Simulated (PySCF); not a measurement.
**Worked example: chemical shift, span and skew from a shielding tensor**

CHO, SMILES [C][OH+] (connectivity only; charge and spin as stated), charge +1, multiplicity 1. Atoms are numbered in the order given.

```xyz
3

H      0.0000     0.0000    -1.3885
O      0.0000     0.0000    -0.3945
C      0.0000     0.0000     0.7575
```
Charge +1, spin multiplicity 1.

The structure is a stationary point at PBE0-D3(BJ)/def2-TZVPD.

GIAO shieldings from PBE/pcSseg-2 (PySCF), non-relativistic, no solvent. The symmetric part of the tensor of C3 has the principal values -160.9, -160.9, 268.2 ppm. The same nucleus in TMS has σ = 181.4 ppm at this level (PySCF, at its B3LYP-D3(BJ)/def2-TZVP geometry).

### Question
Work out the isotropic shielding, the ¹³C shift against TMS, the span and the skew.

### Answer

σ(iso) = (σ11 + σ22 + σ33)/3 = -17.9 ppm. δ = σ(ref) − σ(iso) = 181.4 − (-17.9) = 199.3 ppm.
Span Ω = σ33 − σ11 = 429.1 ppm. Skew κ = 3(σ(iso) − σ22)/Ω = 1.00, an axial tensor. Tumbling in solution averages the tensor to δ; in a static solid the shielding alone would spread this spin-1/2 line over Ω.
